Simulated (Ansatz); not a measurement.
Computed with Ansatz on PBE0-D4/def2-TZVP structures; ΔE is electronic, products minus reactants. CCSD(T)/CBS is the MP2 limit (def2-TZVPP, def2-QZVPP) plus CCSD(T) − MP2 in def2-TZVPP, frozen cores. This one scheme is used for every species. DFT in def2-TZVPP. B3LYP here is the variant with VWN-RPA as its local correlation; programs differ in this. One conformer a species, not always the lowest.

`CN[SiH2]NC` + CH₃OH → `CN[SiH2]OC` + CH₃NH₂  (ligand exchange at the Si–N bond)

```
             level  ΔE (kJ/mol)  difference from CCSD(T)/CBS
            PBE-D4        -42.3                          3.9
         r2SCAN-D4        -46.7                         -0.5
           PBE0-D4        -42.5                          3.7
          B3LYP-D4        -47.0                         -0.8
           ωB97X-V        -47.0                         -0.8
           ωB97M-V        -46.7                         -0.5
            B2PLYP        -48.7                         -2.5
               PBE        -43.2                          3.0
            r2SCAN        -46.9                         -0.7
              PBE0        -43.2                          3.0
             B3LYP        -48.4                         -2.2
     HF/def2-TZVPP        -52.9                         -6.7
    MP2/def2-TZVPP        -46.7                         -0.5
SCS-MP2/def2-TZVPP        -48.2                         -2.0
   CCSD/def2-TZVPP        -47.6                         -1.4
CCSD(T)/def2-TZVPP        -47.2                         -1.0
     HF/def2-QZVPP        -53.3                         -7.1
    MP2/def2-QZVPP        -46.3                         -0.1
SCS-MP2/def2-QZVPP        -47.7                         -1.5
      HF/CBS(def2)        -53.3                         -7.1
     MP2/CBS(def2)        -45.8                          0.4
    CCSD/CBS(def2)        -46.6                         -0.4
       CCSD(T)/CBS        -46.2                            0
```

Largest T1 diagnostic among the species: 0.011.

In def2-TZVPP, CCSD(T) changes the Hartree–Fock value by +5.7 kJ/mol (the triples alone add +0.4 kJ/mol) and MP2 by +6.1 kJ/mol.
